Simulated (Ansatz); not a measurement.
Compare A (`C=C1C[Se]1`) with its isomer B (`CC1=C[Se]1`).

Computed with Ansatz on PBE0-D4/def2-TZVP structures; ΔE is electronic, products minus reactants. CCSD(T)/CBS is the MP2 limit (def2-TZVPP, def2-QZVPP) plus CCSD(T) − MP2 in def2-TZVPP, frozen cores. DFT in def2-TZVPP. For Se outer-core shells are correlated without core-valence functions, which leaves a few kJ/mol of doubt a bond. Scalar relativity is left out up to krypton.

(1) Which is lower in electronic energy at CCSD(T)/CBS, and by how much? (Best estimate.)

(2) Give E(B) − E(A) in kcal/mol with LDA (SPW92), PBE0-D4, BLYP-D4, r2SCAN-D4, HF/def2-TZVPP, CCSD(T)/def2-SVP, CCSD(T)/def2-TZVPP. (Estimate.)

(3) Does the order hold for the free energy at 298.15 K (harmonic terms from PBE0-D4)? (Best estimate.)

Largest T1 diagnostic: 0.011.

Answers

(1) Ansatz gave: A, by 15.5 kcal/mol.

(2) The calculation gave: LDA (SPW92) 17.5, PBE0-D4 16.6, BLYP-D4 15.9, r2SCAN-D4 17.4, HF/def2-TZVPP 14.6, CCSD(T)/def2-SVP 15.8, CCSD(T)/def2-TZVPP 15.9. None reverses the order clearly.

(3) Ansatz gave: Yes: G(B) − G(A) = +14.3 kcal/mol.

In def2-TZVPP, CCSD(T) changes the Hartree–Fock value by +1.3 kcal/mol (the triples alone add +0.0 kcal/mol) and MP2 by +0.8 kcal/mol. Leaving LDA and LC-ωPBE aside and taking each functional with its dispersion term where it has one, the values, not all of them listed here, spread over 2.4 kcal/mol, from ωB97M-V to r2SCAN-D4. LDA lies +0.8 kcal/mol from PBE without D4.
